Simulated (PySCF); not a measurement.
## MLi for M along the chalcogens

PBE with double-zeta basis sets in PySCF, for the lowest determinant that a PBE0 search found; no spin–orbit coupling. De refers to high-spin ground-configuration atoms. A positive dipole means M(−)Li(+).

```csv
M,basis,state (unpaired electrons),Re (Å),ωe (cm⁻¹),De (eV),μ (D)
O,def2-SVP,doublet (π ↑),1.674,837,3.62,5.55
S,aug-cc-pVDZ/aug-cc-pV(D+d)Z,doublet (π ↑),2.186,555,3.15,6.87
Se,def2-SVP,doublet (π ↑),2.276,510,2.92,6.49
Te,def2-SVP,doublet (π ↑),2.488,450,2.59,6.67
```

The shortest bond is that of LiO (1.674 Å), the longest that of LiTe (2.488 Å). LiO is bound most strongly (3.62 eV) and LiTe least (2.59 eV).

The rows differ in basis set, which adds steps of its own.

Relativity is treated differently too: O no relativity; S no relativity; Se no relativity; Te scalar-relativistic core potentials.

Down a group bonds as a rule get longer and wavenumbers fall, partly through the reduced mass; this series shows no clear exception.

Spin–orbit coupling is left out, which matters for elements this heavy, above all for dissociation energies. States were picked by a PBE0 search and need not be the measured ground states.
